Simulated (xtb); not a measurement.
Input for xtb: GFN2-xTB on C3H8O (SMILES CCOC), a point of a torsion scan.

```
$ xtb mol.xyz --gfn 2 --opt vtight --chrg 0 --uhf 0 --input xcontrol
12

C      1.25925078    -1.83875378    -1.08730280
C      0.55799602    -0.78243654    -0.28981630
O     -0.62934063    -0.45998253    -0.89588700
C     -1.52553286     0.15430434    -0.03832940
H      2.08729280    -2.27361254    -0.48359985
H      0.47580923    -2.60744157    -1.34253958
H      1.68380878    -1.51397578    -2.03551080
H      0.28836176    -1.25511710     0.69177764
H      1.18376837     0.12749186    -0.13449581
H     -1.16394679     1.09915818     0.39758911
H     -1.77963923    -0.53678075     0.80335767
H     -2.44367883     0.41170695    -0.61509620
$constrain
  force constant=1.0
  dihedral: 4,3,2,1,160.0
$end
```

Output:

```
[...]
           -------------------------------------------------
          |                Calculation Setup                |
           -------------------------------------------------



           -------------------------------------------------
          |                 G F N 2 - x T B                 |
           -------------------------------------------------

        Reference                      10.1021/acs.jctc.8b01176
      * Hamiltonian:
        H0-scaling (s, p, d)           1.850000    2.230000    2.230000
        zeta-weighting                 0.500000
      * Dispersion:
        s8                             2.700000
        a1                             0.520000
        a2                             5.000000
        s9                             5.000000
      * Repulsion:
        kExp                           1.500000    1.000000
        rExp                           1.000000
      * Coulomb:
        alpha                          2.000000
        third order                    shell-resolved
        anisotropic                    true
        a3                             3.000000
        a5                             4.000000
        cn-shift                       1.200000
        cn-exp                         4.000000
        max-rad                        5.000000


          ...................................................
          :                      SETUP                      :
          :.................................................:
          :  # basis functions                  24          :
          :  # atomic orbitals                  24          :
          :  # shells                           16          :
          :  # electrons                        26          :
          :  max. iterations                   250          :
          :  Hamiltonian                  GFN2-xTB          :
          :  restarted?                      false          :
          :  GBSA solvation                  false          :
          :  PC potential                    false          :
          :  electronic temp.          300.0000000     K    :
          :  accuracy                    1.0000000          :
          :  -> integral cutoff          0.2500000E+02      :
          :  -> integral neglect         0.1000000E-07      :
          :  -> SCF convergence          0.1000000E-05 Eh   :
          :  -> wf. convergence          0.1000000E-03 e    :
          :  Broyden damping             0.4000000          :
          :  net charge                          0          :
          :  unpaired electrons                  0          :
          ...................................................

 iter      E             dE          RMSdq      gap      omega  full diag
   1    -14.6530859 -0.146531E+02  0.392E+00   12.38       0.0  T
   2    -14.6960386 -0.429527E-01  0.202E+00   11.89       1.0  T
   3    -14.6965128 -0.474283E-03  0.926E-01   11.98       1.0  T
   4    -14.6966772 -0.164355E-03  0.119E-01   12.03       1.0  T
   5    -14.6966943 -0.170562E-04  0.701E-02   12.04       1.0  T
   6    -14.6966952 -0.979134E-06  0.497E-03   12.05       5.8  T
   7    -14.6966953 -0.464136E-07  0.291E-03   12.05       9.9  T
   8    -14.6966953 -0.217579E-08  0.845E-04   12.05      34.2  T
   9    -14.6966953 -0.157676E-08  0.177E-04   12.05     163.3  T

   *** convergence criteria satisfied after 9 iterations ***

         #    Occupation            Energy/Eh            Energy/eV
      -------------------------------------------------------------
         1        2.0000           -0.7016340             -19.0924
       ...           ...                  ...                  ...
         7        2.0000           -0.5271653             -14.3449
         8        2.0000           -0.4962113             -13.5026
         9        2.0000           -0.4713817             -12.8269
        10        2.0000           -0.4605217             -12.5314
        11        2.0000           -0.4493306             -12.2269
        12        2.0000           -0.4435282             -12.0690
        13        2.0000           -0.3960745             -10.7777 (HOMO)
        14                          0.0467144               1.2712 (LUMO)
        15                          0.0983710               2.6768
        16                          0.1095071               2.9798
        17                          0.1330159               3.6195
        18                          0.1408028               3.8314
       ...                                ...                  ...
        24                          0.2815595               7.6616
      -------------------------------------------------------------
                  HL-Gap            0.4427889 Eh           12.0489 eV
             Fermi-level           -0.1746801 Eh           -4.7533 eV

 SCC (total)                   0 d,  0 h,  0 min,  0.008 sec
 SCC setup                      ...        0 min,  0.000 sec (  2.403%)
 Dispersion   
[...]
energy             -14.553665517104 Eh    ::
         :: gradient norm              0.000045437584 Eh/a0 ::
         :: HOMO-LUMO gap             11.762228735547 eV    ::
         ::.................................................::
         :: SCC energy               -14.714760731449 Eh    ::
         :: -> isotropic ES            0.018995807584 Eh    ::
         :: -> anisotropic ES          0.003243470802 Eh    ::
         :: -> anisotropic XC          0.003583636574 Eh    ::
         :: -> dispersion             -0.004685065453 Eh    ::
         :: repulsion energy           0.161086687066 Eh    ::
         :: add. restraining           0.000008527280 Eh    ::
         :: total charge              -0.000000000000 e     ::
         :::::::::::::::::::::::::::::::::::::::::::::::::::::

           -------------------------------------------------
          |                Property Printout                |
           -------------------------------------------------

    * Orbital Energies and Occupations

         #    Occupation            Energy/Eh            Energy/eV
      -------------------------------------------------------------
         1        2.0000           -0.6933227             -18.8663
         2        2.0000           -0.6399155             -17.4130
         3        2.0000           -0.6046813             -16.4542
         4        2.0000           -0.5863238             -15.9547
         5        2.0000           -0.5474337             -14.8964
         6        2.0000           -0.5446164             -14.8198
         7        2.0000           -0.5262545             -14.3201
         8        2.0000           -0.4963737             -13.5070
         9        2.0000           -0.4718793             -12.8405
        10        2.0000           -0.4635103             -12.6128
        11        2.0000           -0.4505981             -12.2614
        12        2.0000           -0.4454613             -12.1216
        13        2.0000           -0.3954399             -10.7605 (HOMO)
        14                          0.0368141               1.0018 (LUMO)
        15                          0.1080118               2.9392
        16                          0.1233467               3.3564
        17                          0.1486511               4.0450
        18                          0.1567776               4.2661
        19                          0.1722755               4.6879
        20                          0.1816536               4.9430
        21                          0.1988014               5.4097
        22                          0.2248199               6.1177
        23                          0.2674017               7.2764
        24                          0.2755724               7.4987
      -------------------------------------------------------------
                  HL-Gap            0.4322540 Eh           11.7622 eV
             Fermi-level           -0.1793129 Eh           -4.8794 eV

     #   Z          covCN         q      C6AA      α(0)
     1   6 C        3.751    -0.112    22.707     6.796
     2   6 C        3.700     0.090    19.241     6.273
     3   8 O        1.701    -0.315    19.265     5.926
     4   6 C        3.651     0.044    20.137     6.445
     5   1 H        0.925     0.043     2.414     2.430
     6   1 H        0.925     0.053     2.279     2.361
     7   1 H        0.925     0.055     2.258     2.350
     8   1 H        0.923     0.018     2.770     2.603
     9   1 H        0.923     0.018     2.759     2.597
    10   1 H        0.923     0.025     2.666     2.553
    11   1 H        0.924     0.025     2.653     2.547
    12   1 H        0.925     0.057     2.240     2.341

 Mol. C6AA /au·bohr⁶  :        936.646630
 Mol. C8AA /au·bohr⁸  :      18702.152217
 Mol. α(0) /au        :         45.221194


Wiberg/Mayer (AO) data.
largest (>0.10) Wiberg bond orders for each atom

 ---------------------------------------------------------------------------
     #   Z sym  total        # sym  WBO       # sym  WBO       # sym  WBO
 ---------------------------------------------------------------------------
     1   6 C    3.994 --     2 C    1.015     6 H    0.986     7 H    0.986
                             5 H    0.986
     2   6 C    3.956 --     1 C    1.015     3 O    0.980     8 H    0.969
                             9 H    0.969
     3   8 O    2.069 --     4 C    1.002     2 C    0.980
     4   6 C    3.956 --     3 O    1.002    12 H    0.980    10 H    0.978
                            11 H    0.976
     5   1 H    0.998 --     1 C    0.986
     6   1 H    0.997 --     1 C    0.986
     7   1 H    0.997 --     1 C    0.986
     8   1 H    1.000 --     2 C    0.969
     9   1 H    1.000 --     2 C    0.969
    10   1 H    0.999 --     4 C    0.978
    11   1 H    0.999 --     4 C    0.976
    12   1 H    0.997 --     4 C    0.980
 ---------------------------------------------------------------------------

Topologies differ in total number of bonds
Writing topology from bond orders to xtbtopo.mol

molecular dipole:
                 x           y           z       tot (Debye)
 q only:        0.111      -0.050       0.339
   full:        0.121       0.006       0.545       1.418
molecular quadrupole (traceless):
                xx          xy          yy          xz          yz          zz
 q only:        1.621      -1.918       0.278      -1.345       0.224      -1.900
  q+dip:        1.228      -0.569       0.916      -1.254      -0.858      -2.144
   full:        1.631      -1.276       0.603      -1.420      -0.527      -2.234

           -------------------------------------------------
          |                Geometry Summary                 |
           -------------------------------------------------

      molecular mass/u    :       60.0951386
   center of mass at/Å    :       -0.1073923      -0.7222227      -0.5613930
  moments of inertia/u·Å² :        0.1844699E+02   0.1213368E+03   0.1285850E+03
rotational constants/cm⁻¹ :        0.9138419E+00   0.1389326E+00   0.1311011E+00

 * 11 selected distances

     #   Z          #   Z                                           value/Å
     1   6 C        2   6 C                                       1.5206953 (max)
     2   6 C        3   8 O                                       1.4125496
Note: The following floating-point exceptions are signalling: IEEE_UNDERFLOW_FLAG IEEE_DENORMAL
normal termination of xtb
     3   8 O        4   6 C                                       1.4011670
     1   6 C        5   1 H                                       1.0865113
     1   6 C        6   1 H                                       1.0863169 (min)
     1   6 C        7   1 H                                       1.0863707
     2   6 C        8   1 H                                       1.1011956
     2   6 C        9   1 H                                       1.1015381
     4   6 C       10   1 H                                       1.0980120
     4   6 C       11   1 H                                       1.0978796
     4   6 C       12   1 H                                       1.0882465

 * 3 distinct bonds (by element types)

   Z      Z             #   av. dist./Å        max./Å        min./Å
   1 H    6 C           8     1.0932588     1.1015381     1.0863169
   6 C    6 C           1     1.5206953     1.5206953     1.5206953
   6 C    8 O           2     1.4068583     1.4125496     1.4011670


optimized geometry written to: xtbopt.xyz


           -------------------------------------------------
          | TOTAL ENERGY              -14.553665517104 Eh   |
          | GRADIENT NORM               0.000045437584 Eh/α |
          | HOMO-LUMO GAP              11.762228735547 eV   |
           -------------------------------------------------

------------------------------------------------------------------------
------------------------------------------------------------------------
 total:
 SCF:
 ANC optimizer:
```

The run finished.

Warnings raised: the energy holds the restraint's term.

Cost: about 0.16 core-seconds (a rough figure).
